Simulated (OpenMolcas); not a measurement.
**neutral lanthanum: effect of the IPEA shift**

| Item | Value |
| --- | --- |
| Program | OpenMolcas 26.06 |
| Basis | ANO-RCC-VTZP [8s7p5d3f2g1h] |
| Scalar Hamiltonian | DKH2, point nucleus |
| Active space | 3 electrons in 6 orbitals (5d 6s) |
| State averaging | 2S+1 = 4 even, 20 roots; 2S+1 = 2 even, 70 roots |
| Spin-orbit coupling | state interaction with AMFI integrals over the reference wave functions, term energies averaged over their components |

Methods on the same reference wave functions:
A. CASSCF
B. MS-CASPT2, IPEA 0 Eh, imaginary shift 0.1 Eh (closed shells correlated: 5s 5p)
C. MS-CASPT2, IPEA 0.25 Eh, imaginary shift 0.1 Eh (closed shells correlated: 5s 5p)

Energies in cm-1 above 5d 6s2 2D 3/2, the measured ground level; measured values from NIST Handbook of Basic Atomic Spectroscopic Data.

```json
{"Level": "5d2 6s 4F 3/2 [75 %]", "A": "-752", "B": "3240", "C": "2400", "Measured": "2668"}
{"Level": "5d2 6s 4F 5/2", "A": "-290", "B": "3570", "C": "2740", "Measured": "3010"}
{"Level": "5d 6s2 2D 3/2 [74 %]", "A": "0.0", "B": "0.0", "C": "0.0", "Measured": "0.0"}
{"Level": "5d2 6s 4F 7/2", "A": "265", "B": "4080", "C": "3230", "Measured": "3495"}
{"Level": "5d 6s2 2D 5/2", "A": "590", "B": "955", "C": "916", "Measured": "1053"}
{"Level": "5d2 6s 4F 9/2", "A": "879", "B": "4710", "C": "3850", "Measured": "4122"}
{"Level": "5d2 6s 4P 1/2", "A": "5786", "B": "7970", "C": "7720", "Measured": ""}
{"Level": "5d2 6s 4P 3/2", "A": "6024", "B": "8120", "C": "7950", "Measured": ""}
{"Level": "5d2 6s 2P 1/2", "A": "7941", "B": "7510", "C": "8360", "Measured": ""}
{"Level": "5d2 6s 2F 5/2", "A": "8174", "B": "5860", "C": "6500", "Measured": "7012"}
{"Level": "5d2 6s 2F 7/2", "A": "8941", "B": "6790", "C": "7430", "Measured": "8052"}
{"Level": "5d2 6s 2G 9/2", "A": "9624", "B": "9510", "C": "9540", "Measured": "9920"}
{"Level": "5d2 6s 2G 7/2", "A": "9634", "B": "9500", "C": "9530", "Measured": "9961"}
{"Level": "5d3 4F 3/2", "A": "10184", "B": "12400", "C": "11730", "Measured": "12431"}
{"Level": "5d3 4F 5/2 [69 %]", "A": "10570", "B": "12810", "C": "12130", "Measured": "12787"}
{"Level": "5d3 4F 7/2", "A": "11146", "B": "13310", "C": "12630", "Measured": "13238"}
{"Level": "5d3 4F 9/2", "A": "11746", "B": "13830", "C": "13180", "Measured": "13747"}
{"Level": "5d3 4P 1/2 [62 %]", "A": "16687", "B": "16600", "C": "16520", "Measured": "16617"}
{"Level": "5d3 4P 3/2 [67 %]", "A": "16882", "B": "16480", "C": "16520", "Measured": "16735"}
{"Level": "5d3 4P 5/2", "A": "17206", "B": "17160", "C": "16970", "Measured": "17099"}
{"Level": "5d3 2G 7/2", "A": "18551", "B": "16310", "C": "16420", "Measured": "17023"}
{"Level": "5d3 2H 11/2", "A": "19148", "B": "18050", "C": "17780", "Measured": ""}
{"Level": "5d3 2D 3/2(1) [61 %]", "A": "21167", "B": "17560", "C": "17480", "Measured": ""}
{"Level": "5d3 2D 5/2(1)", "A": "21716", "B": "18390", "C": "18290", "Measured": ""}
```

A puts 5d2 6s 4F 3/2 [75 %] lowest.

Deviations, from unrounded energies. A percentage is the sum of absolute deviations over the sum of measured energies, with the sign that they share, or ± where signs differ.

```csv
Against measurement,Levels,A,B,C
mean absolute deviation (cm-1),17,1600,410,400
fine structure of the ground term (%),1,-43.9,-9.3,-13.0
other configurations (%),16,±15.6,±4.1,-3.9
```

B, C lie about equally close to measurement and A furthest from it. The largest miss of C in the table is 5d3 4F 3/2, by -700 cm-1. The ranking rests on the paired levels alone, and a cruder setting can come out closer through cancelling errors.

Between B and C the level of the table that moves most is 5d2 6s 4F 9/2, by 860 cm-1 (lowest in C, highest in B). Moves below CASPT2's spread within the term are not significant.

The mean deviations of B to C differ by less than CASPT2's widest spread within a term (1300 cm-1), so their order carries little weight.

The lowest spin-free term lies below A's lowest term by 0.283 hartree in B, 0.267 hartree in C.

Term energies are means over components that CASPT2 splits; among the terms shown or strongly mixed into the levels shown the widest spread is 1300 cm-1 (5d2 6s 2F, B). Over all roots computed the reference weight is 0.81 to 0.90 in B, 0.84 to 0.91 in C; the roots of lowest weight are the least certain, and an intruder state may touch them. Some levels mix across a computed gap that differs much from the measured one, so their mixing is not that of the real levels. Configurations are named by rounded mean occupations; where the s occupation lies near a half they are strongly mixed, a name can repeat and a true partner stay unpaired. A single d shell beside an s shell can misplace configurations of different d count against each other. The CASPT2 spread within a term exceeds the gap to the next term for 5d2 6s 2D and 5d2 6s 2G, 5d3 2H and 5d3 2D(1), so the order of their levels is uncertain (figures for B; the like holds for C). Without dynamic correlation excited terms often stand tens of per cent too high (terms of higher spin than the ground term too low), and those without a measured partner can miss by more than the paired ones (holds for A). The lowest computed level is not the ground level that NIST lists (2D3/2) (holds for A). The lowest spin-free term belongs to 5d 6s2, not to the configuration of the lowest level (holds for A). Computed and measured levels are paired by configuration, term and J; levels that our copy of the source lacks, or whose pairing is in doubt (as where it misses far off the trend of its configuration), stay unpaired and out of the deviations. Only configurations of the active space appear. Levels that lie high or do not pair safely by name in every column are left out.

A share in square brackets marks a mixed level and gives the weight of the term that names it, the lowest over the columns. A number in round brackets counts repeated terms of one configuration in the order of the reference energies.
